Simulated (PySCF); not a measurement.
BrClGe, neutral, multiplicity 1. Atoms are numbered in the order given.

```xyz
3

Ge     0.8056     0.5947     0.0000
Cl    -0.9147     1.9748     0.0000
Br    -0.2923    -1.5029     0.0000
```

Geometry optimised at PBE-D3(BJ)/def2-TZVP.

Level of theory: r2SCAN/def2-TZVPD (PySCF).

The total energy is -5111.40937 hartree and the point group comes out as Cs. The highest occupied level comes out as -7.22 eV, the lowest empty level is -3.94 eV and the orbital gap is 3.27 eV. The dipole moment is 1.87 D and the quadrupole, principal values (traceless, Buckingham form, about the centre of nuclear charge) is -5.34, 2.13, 3.21 D·Å. The mean static polarisability comes out as 71.3 bohr³ (10.56 Å³) and the polarisability, principal values comes out as 51.6, 68.9, 93.3 bohr³.
